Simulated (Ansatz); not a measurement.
One change: `O[SiH2][AlH][Cl]` becomes `O[SiH2][AlH2]`.

Ansatz, PBE0-D4/def2-TZVP geometries, multiplicity 1. Each molecule was computed in one conformer, which needn't be the lowest.

```json
{"property": "size of the dipole moment (B3LYP/def2-TZVPP) / D", "`O[SiH2][AlH][Cl]`": "1.19"}
{"property": "LUMO energy (ωB97M-V/def2-TZVPP) / eV", "`O[SiH2][AlH][Cl]`": "-0.39"}
{"property": "ideal-gas entropy at 298 K and 1 bar (rigid rotor, harmonic PBE0-D4/def2-TZVP) / J/(mol·K)", "`O[SiH2][AlH][Cl]`": "367"}
{"property": "zero-point energy (PBE0-D4/def2-TZVP) / kJ/mol", "`O[SiH2][AlH][Cl]`": "103.7"}
{"property": "HOMO–LUMO gap (B3LYP/def2-TZVPP) / eV", "`O[SiH2][AlH][Cl]`": "5.19"}
{"property": "HOMO energy (PBE/def2-TZVPP) / eV", "`O[SiH2][AlH][Cl]`": "-6.46"}
```

Task: Give the same properties after the change, and the shifts. (An estimate is asked.)

Result: Computed: 
| property | `O[SiH2][AlH2]` | shift |
| --- | --- | --- |
| size of the dipole moment (B3LYP/def2-TZVPP) / D | 1.05 | -0.14 |
| LUMO energy (ωB97M-V/def2-TZVPP) / eV | -0.37 | 0.02 |
| ideal-gas entropy at 298 K and 1 bar (rigid rotor, harmonic PBE0-D4/def2-TZVP) / J/(mol·K) | 324 | -43 |
| zero-point energy (PBE0-D4/def2-TZVP) / kJ/mol | 115.2 | 11.5 |
| HOMO–LUMO gap (B3LYP/def2-TZVPP) / eV | 5.03 | -0.16 |
| HOMO energy (PBE/def2-TZVPP) / eV | -6.31 | 0.15 |

With PBE0 the HOMO rises by 0.19 eV and the LUMO rises by 0.05 eV, so the gap narrows by about 0.14 eV. PBE moves the HOMO by 0.15 eV and ωB97M-V by 0.18 eV. Dipoles are sizes alone; their direction can turn. Modes under 60 cm⁻¹, often nearly free rotors, make the harmonic entropy too high.

B3LYP here is the variant with VWN-RPA as its local correlation; programs differ in this.
